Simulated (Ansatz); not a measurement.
Computed with Ansatz on PBE0-D4/def2-TZVP structures; ΔE is electronic, products minus reactants. CBS: MP2 limit from def2 TZ/QZ plus the TZ coupled-cluster correction, frozen cores. Functionals use def2-TZVPP. HSE06 is defined as in plane-wave codes. For Ge outer-core shells are correlated without core-valence functions, which leaves a few kJ/mol of doubt a bond. Scalar relativity is left out up to krypton. Each species was taken in one conformer, which may not be the lowest.

`[SiH3][BH][GeH2][Cl]` + `BN[SiH3]` → `BN([SiH3])[SiH3]` + `[BH2][GeH2][Cl]`  (cleavage of the Si–B bond)

Q: Is it downhill or uphill in electronic energy at CCSD(T)/CBS, and by how much? (Best estimate.)

A: Computed: Downhill: ΔE = -49.5 kJ/mol.

Q: What do these levels give: r2SCAN0-D4, HSE06-D4, BHLYP-D4, B2PLYP, r2SCAN, SCS-MP2/def2-QZVPP? (Estimate.)

A: Ansatz gave: r2SCAN0-D4 -44.5, HSE06-D4 -35.9, BHLYP-D4 -54.6, B2PLYP -48.0, r2SCAN -39.3, SCS-MP2/def2-QZVPP -59.6 kJ/mol.

Largest T1 diagnostic among the species: 0.013.

At CCSD(T), def2-SVP lies +8.8 kJ/mol from the extrapolated value and def2-TZVPP +0.7 kJ/mol. From PBE to PBE0 (25 % exact exchange), in def2-TZVPP and without D4, ΔE moves by −8.1 kJ/mol.
